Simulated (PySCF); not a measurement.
## Spin-rotation constants: `CC1=C(F)[C@@H]1Br`, C4H4BrF

Geometry:
| atom | x (Å) | y (Å) | z (Å) |
| --- | --- | --- | --- |
| C1 | 1.370 | -0.657 | -0.142 |
| C2 | -0.031 | -0.265 | 0.047 |
| C3 | -1.325 | -0.395 | -0.011 |
| F4 | -2.366 | -1.124 | -0.289 |
| C5 | -0.892 | 0.914 | 0.401 |
| Br6 | -0.987 | 2.446 | -0.851 |
| H7 | 1.813 | -0.043 | -0.943 |
| H8 | 1.458 | -1.716 | -0.420 |
| H9 | 1.955 | -0.475 | 0.773 |
| H10 | -0.978 | 1.330 | 1.414 |

The calculation used GIAO HF/pcSseg-1 magnetisability, rotational g tensor and spin-rotation constants, non-relativistic, gas phase in PySCF. Geometry: PBE0-D3(BJ)/def2-SVP.

The calculation is non-relativistic, which matters for the atoms heavier than Zn.

Task: Give the nuclear spin-rotation constants along the inertial axes (H = +C I·J) beside the isotropic shieldings.

Result: Rotational constants 3.3707, 1.3658, 1.0336 GHz. A star marks the isotopologue with that one atom substituted, in its own axes.
```
atom  isotope  Caa (kHz)  Cbb (kHz)  Ccc (kHz)  mean (kHz)  σ (ppm)
  F4      19F      2.076      1.484      0.115       1.225    365.2
 Br6     79Br      1.161      3.118      1.198       1.826   2297.2
  H7       1H     -0.184     -0.102     -0.064      -0.117     29.5
  H8       1H     -0.009     -0.148     -0.079      -0.079     29.4
  H9       1H     -0.368     -0.074     -0.031      -0.158     29.7
 H10       1H     -0.333     -0.121      0.038      -0.139     27.3
  C1     13C*      0.394      0.169      0.111       0.225    183.6
  C2     13C*      1.053      0.343      0.209       0.535     93.0
  C3     13C*      1.427      0.339      0.310       0.692     46.5
  C5     13C*      0.545      0.290      0.127       0.321    151.0
```
For the geometry as given, no vibrational averaging.

Task: How do the rotational constants and the g tensor change when H7, H8, H9, H10 are replaced by deuterium?

Result: Constants 2.9397, 1.2941, 0.9703 GHz; g -0.0094, -0.0097, -0.0042, against -0.0099, -0.0104, -0.0044 before.
